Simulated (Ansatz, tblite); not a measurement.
Cost and result up the ladder for `c1sc(-c2sc(-c3scc4c3OCCO4)c3c2OCCO3)c2c1OCCO2` (41 atoms). The state is a singlet with charge 0. Geometry: r2SCAN-D4/def2-SVP.

Cartesian coordinates in Å:
```
C -2.430 0.305 -4.250
S -1.368 1.160 -3.190
C -1.470 -0.073 -1.950
C -0.772 0.054 -0.700
S 0.836 0.741 -0.623
C 0.911 0.593 1.121
C 2.050 1.008 1.885
S 2.158 0.804 3.622
C 3.741 1.497 3.687
C 4.174 1.876 2.438
C 3.217 1.598 1.417
O 3.434 1.885 0.105
C 4.810 2.134 -0.169
C 5.401 3.059 0.878
O 5.377 2.450 2.166
C -0.260 0.009 1.587
C -1.211 -0.285 0.572
O -2.439 -0.796 0.852
C -2.769 -0.669 2.230
C -1.608 -1.097 3.106
O -0.491 -0.235 2.906
C -2.310 -1.092 -2.374
C -2.861 -0.868 -3.676
O -3.711 -1.751 -4.267
C -3.683 -3.033 -3.643
C -3.715 -2.901 -2.133
O -2.556 -2.223 -1.664
H -2.681 0.691 -5.236
H 4.272 1.601 4.632
H 5.367 1.177 -0.183
H 4.855 2.591 -1.168
H 4.831 4.008 0.900
H 6.454 3.281 0.653
H -3.646 -1.309 2.405
H -3.040 0.381 2.458
H -1.322 -2.140 2.868
H -1.870 -1.031 4.171
H -2.768 -3.578 -3.949
H -4.564 -3.581 -4.009
H -4.624 -2.350 -1.821
H -3.717 -3.892 -1.655
```

Ansatz on 2 threads of AMD EPYC 7R13 on a shared host and a share (18 GiB) of an NVIDIA H100 80GB HBM3; xTB runs through tblite on one thread. Times are rough, summed over both states, and most runs start from the orbitals of an earlier one. PBE0-D4/def2-TZVP serves as the yardstick here, not as an exact answer. The other state is a doublet.

The xTB rows come from tblite. Single mean-field runs in def2-TZVP are fitted with def2-universal-jkfit.

Raw xTB energies of ions are shifted by several eV.

| level | functions | wall time | vertical IE (eV) | difference from PBE0-D4/def2-TZVP (eV) |
| --- | --- | --- | --- | --- |
| GFN2-xTB | 137 | 0.21 s | 11.29 | 5.16 |
| GFN1-xTB | 151 | 0.24 s | 11.85 | 5.72 |
| PBE-D4/def2-TZVP | 939 | 17 s | 5.88 | -0.25 |
| PBE0-D4/def2-TZVP (with forces) | 939 | 22 s | 6.13 | 0.00 |
